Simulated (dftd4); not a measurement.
C₄H₉O₂ (SMILES [CH2]OCC(C)O), doublet, at a GFN2-xTB geometry; D4 for bp86 (dftd4).

The dftd4 input:
```
$ dftd4 mol.xyz --func bp86 --charge 0 --json dftd4.json --noedisp --property

# file mol.xyz
15

C      2.44429592    -1.02503628    -0.30093565
O      1.31720491    -0.30874313    -0.56583977
C      0.46397681    -0.08288066     0.52738845
C     -0.78368637     0.65746024     0.03894765
C     -1.61108653    -0.22008434    -0.89623149
O     -1.50290815     1.02973766     1.19642637
H      2.49044820    -1.62960395     0.58697247
H      3.00838206    -1.27513126    -1.17673703
H      0.96317964     0.52974000     1.29056499
H      0.16839632    -1.03268951     0.99436903
H     -0.45232858     1.55679033    -0.50523325
H     -1.98942224    -1.08474277    -0.35488689
H     -2.45322875     0.33792816    -1.30164553
H     -0.98643999    -0.55931603    -1.71727797
H     -2.34435957     1.41231493     0.92416785
```

What the program printed (banner, timings and long lists left out):

```
                    ____  _____ _____     ____  _  _
      -------------|  _ \|  ___|_   _|---|  _ \| || |------------
     |             | | | | |_    | | ___ | | | | || |_           |
     |             | |_| |  _|   | ||___|| |_| |__   _|          |
     |             |____/|_|     |_|     |____/   |_|            |
     |             ===================================           |
     |            E. Caldeweyher, S. Ehlert & S. Grimme          |
     |          Mulliken Center for Theoretical Chemistry        |
     |                    University of Bonn                     |
      -----------------------------------------------------------

Rational (Becke-Johnson) damping: bp86-D4-ATM
---------------------
  s6         1.0000
  s8         3.3550
  s9         1.0000
  a1         0.4365
  a2         4.9241
 alp        16.0000
--------------------

Atomic data, radii in Ångström:
------------------------------------------------------
   Z          R(cov)      r4/r2   hardness         EN
------------------------------------------------------
   6 C        1.0000     1.6431     0.4220     2.5500
   8 O        0.8400     1.3725     0.5869     3.4400
   1 H        0.4267     1.0622     0.4726     2.2000
------------------------------------------------------

Atomic reference systems (in atomic units):
----------------------------------------------------------------------------
   Z        #      CN     q+Z       C6(AA)   #      CN     q+Z       C6(AA)
----------------------------------------------------------------------------
   6 C      1  0.0000  6.0000      49.3833   2  0.9189  5.8288      52.1688
            3  1.9079  5.8579      35.6972   4  2.8312  5.7775      35.8445
            5  3.7487  5.7435      28.6317   6  2.9183  5.8956      32.2504
            7  0.8556  6.2103      25.6194
   8 O      1  0.0000  8.0000      15.5711   2  0.8042  7.6453      20.8489
            3  1.6112  7.4012      24.8631   4  0.9798  8.0000      14.9880
   1 H      1  0.0000  1.0000       7.6362   2  0.8942  1.0000       3.0374
----------------------------------------------------------------------------

Atomic properties (in atomic units):
----------------------------------------------------------------------------
     #    Z              CN          q      C6(AA)        C8(AA)   alpha(0)
----------------------------------------------------------------------------
     1    6 C        2.7390    -0.1069     32.3844      936.6128     9.2875
     2    8 O        1.7042    -0.3393     19.5360      394.2475     5.9801
     3    6 C        3.7091    -0.0111     23.3810      676.2199     6.9914
     4    6 C        3.7229     0.0365     22.4440      649.1188     6.8451
     5    6 C        3.7525    -0.2152     27.7642      802.9884     7.6040
     6    8 O        1.6562    -0.4996     22.7073      458.2456     6.4459
     7    1 H        0.9261     0.1079      1.7147       20.7284     2.0477
     8    1 H        0.9264     0.1213      1.6030       19.3778     1.9799
     9    1 H        0.9234     0.1176      1.6333       19.7435     1.9986
    10    1 H        0.9234     0.1085      1.7099       20.6696     2.0449
    11    1 H        0.9229     0.1158      1.6477       19.9186     2.0075
    12    1 H        0.9248     0.1082      1.7118       20.6925     2.0460
    13    1 H        0.9247     0.0948      1.8333       22.1612     2.1174
    14    1 H        0.9250     0.1123      1.6769       20.2713     2.0251
    15    1 H        0.8050     0.2494      0.8952       10.8218     1.4862
----------------------------------------------------------------------------

Molecular properties (in atomic units):
----------------------------------------
 molecular C6                1677.7287
 molecular C8               36362.4807
----------------------------------------

Dispersion energy:      -1.2677058702157E-02 Eh

[Info] JSON dump of results written to 'dftd4.json'
```
